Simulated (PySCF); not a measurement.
Positional isomers: cyclohexane cyano+boryl. Isolated molecules, 0 K electronic values unless said otherwise. One relaxed conformer stands for each flexible species; it need not be the lowest. Strings in code marks are SMILES.

Method: PBE-D3(BJ)/def2-TZVP // PBE0-D3(BJ)/def2-SVP (PySCF). Excitations are Tamm–Dancoff values on a coarser integration grid. The basis has no diffuse functions, so Rydberg states are missing or too high.

```json
[
 {"species": "`BC1(C#N)CCCCC1`", "T1 excitation (TDA) (eV)": "4.03", "S1–T1 gap (TDA) (eV)": "0.54", "HOMO–LUMO gap (eV)": "4.41"},
 {"species": "`B[C@H]1CC[C@@H](C#N)CC1`", "T1 excitation (TDA) (eV)": "4.36", "S1–T1 gap (TDA) (eV)": "0.45", "HOMO–LUMO gap (eV)": "4.64"},
 {"species": "`B[C@H]1CC[C@H](C#N)CC1`", "T1 excitation (TDA) (eV)": "4.42", "S1–T1 gap (TDA) (eV)": "0.46", "HOMO–LUMO gap (eV)": "4.74"},
 {"species": "`N#C[C@H]1C[C@@H](CCC1)B`", "T1 excitation (TDA) (eV)": "4.43", "S1–T1 gap (TDA) (eV)": "0.54", "HOMO–LUMO gap (eV)": "4.78"},
 {"species": "`B[C@@H]1CCC[C@H](C#N)C1`", "T1 excitation (TDA) (eV)": "4.84", "S1–T1 gap (TDA) (eV)": "0.55", "HOMO–LUMO gap (eV)": "5.21"},
 {"species": "`B[C@@H]1CCCC[C@@H]1C#N`", "T1 excitation (TDA) (eV)": "4.34", "S1–T1 gap (TDA) (eV)": "0.35", "HOMO–LUMO gap (eV)": "4.60"},
 {"species": "`C1[C@@H](C#N)[C@H](B)CCC1`", "T1 excitation (TDA) (eV)": "4.33", "S1–T1 gap (TDA) (eV)": "0.40", "HOMO–LUMO gap (eV)": "4.60"}
]
```
